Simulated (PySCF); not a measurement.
**Fractional electron number in Sb (antimony, neutral)**

The 5p alpha orbital of [Kr] 4d10 5s2 5p3 is emptied in steps (occupation f), with all orbitals relaxed, ending at [Kr] 4d10 5s2 5p2. All numbers are calculated (PySCF 2.14, a scalar-relativistic core potential, in aug-cc-pVDZ-PP with ECP28MDF). The exact energy is a straight line in f; departures are measured from the line between the end points of the same method.

| f | UHF (eV) | LDA (eV) | PBE (eV) | PBE0 (eV) | r2SCAN (eV) | LC-wPBE (eV) | BHandHLYP (eV) | wB97X (eV) | CAM-B3LYP (eV) | r2SCAN0 (eV) |
| --- | --- | --- | --- | --- | --- | --- | --- | --- | --- | --- |
| 1 | 0.000 | 0.000 | 0.000 | 0.000 | 0.000 | 0.000 | 0.000 | 0.000 | 0.000 | 0.000 |
| 0.8 | 0.079 | -0.582 | -0.565 | -0.406 | -0.534 | -0.009 | -0.258 | -0.049 | -0.222 | -0.386 |
| 0.6 | 0.115 | -0.879 | -0.851 | -0.609 | -0.796 | -0.012 | -0.389 | -0.076 | -0.335 | -0.574 |
| 0.4 | 0.113 | -0.884 | -0.853 | -0.608 | -0.790 | -0.010 | -0.390 | -0.080 | -0.336 | -0.568 |
| 0.2 | 0.074 | -0.591 | -0.570 | -0.405 | -0.523 | -0.004 | -0.261 | -0.056 | -0.225 | -0.374 |
| 0 | 0.000 | 0.000 | 0.000 | 0.000 | 0.000 | 0.000 | 0.000 | 0.000 | 0.000 | 0.000 |

Task: For UHF, how does the orbital energy at f = 1 compare with the removal energy?

Result: −ε = 9.100 eV against a total-energy difference of 8.598 eV. By Janak's theorem ε = ∂E/∂f, so the gap between them reflects the curvature. Along the path −ε is 8.884 (f = 0.8), 8.682 (f = 0.6), 8.493 (f = 0.4), 8.314 (f = 0.2) eV.

```tsv
method	E(f=0) − E(f=1) (eV)	−ε at f=1 (eV)	−ε at f=0.4 (eV)
UHF	8.598	9.100	8.493
LDA	9.132	5.518	9.848
PBE	8.974	5.460	9.677
PBE0	9.051	6.520	9.563
r2SCAN	9.180	5.831	9.870
LC-wPBE	9.110	9.048	9.131
BHandHLYP	8.869	7.260	9.189
wB97X	8.779	8.483	8.825
CAM-B3LYP	8.965	7.585	9.239
r2SCAN0	9.206	6.778	9.712
```

Reference removal energy between the ground levels: 8.608 eV (measured; NIST Atomic Spectra Database, ionization energies). The calculation has no spin-orbit coupling. UHF lacks correlation.
